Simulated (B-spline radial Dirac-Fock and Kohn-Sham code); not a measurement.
**Ce⁴³⁺: eigenvalues, ΔSCF and the reference**

System: cerium as Ce⁴³⁺, configuration [Ne] 3s2 3p3.

The density-functional columns are spherical, spin-unpolarised Dirac-Kohn-Sham results without Breit or QED terms: −ε is minus the orbital energy of the initial state and ΔSCF the difference of two total energies. The reference in the last column comes from Dirac-Fock (average of configuration) total-energy differences with a finite nucleus, the Breit interaction including its frequency dependence, and self-energy and vacuum-polarisation corrections. All numbers are from a radial B-spline solver, in eV; a selection of levels is shown. The Kohn-Sham columns are given as differences from the reference. For the 1s level of heavy atoms much of the gap between ΔSCF and the reference is the Breit and QED part, -156.3 eV here; for other levels the error of the functional can be larger.

| level | LDA −ε − DF | LDA ΔSCF − DF | Dirac-Fock |
| --- | --- | --- | --- |
| 1s | -301.6 | +146.6 | 43231.6 |
| 2s | -149.9 | -40.8 | 9201.2 |
| 2p3/2 | -115.5 | +6.9 | 8386.7 |
| 3s | -45.2 | +0.3 | 3601.7 |
| 3p | -41.2 | +5.9 | 3403.4 |

Values without a named source are computed, but for edge energies of neutral atoms, which are taken from tables.
